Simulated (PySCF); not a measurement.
ClMoO, neutral, multiplicity 4. Atoms are numbered in the order given.

```xyz
3

Mo     0.0000     0.0000    -0.3865
O      0.0000     0.0000    -2.0889
Cl     0.0000     0.0000     1.9378
```
Charge 0, spin multiplicity 4.

Coordinates come from a PBE-D3(BJ)/def2-TZVP optimisation. The geometry has at least one imaginary mode, so it is a saddle point at that level. The multiplicity is an assumed one; other spin states were not compared. The def2 effective core potentials stand for the cores of Mo; spin–orbit coupling is left out.

All values below come from PBE-D3(BJ)/def2-TZVP (PySCF).

Frequencies are harmonic and unscaled.

Modes within 1.5 cm⁻¹ of each other (mostly degenerate sets) share a row, with their intensities summed.

Computed harmonic wavenumbers and intensities:
| mode | ν (cm⁻¹) | IR (km/mol) | moving atoms (share of kinetic energy) |
|---|---|---|---|
| 1–2 | 135i | 12.4 | O 57 %, Mo 29 %, Cl 14 % |
| 3 | 371 | 53.9 | Cl 76 %, Mo 22 % |
| 4 | 961 | 190.5 | O 87 %, Mo 13 % |
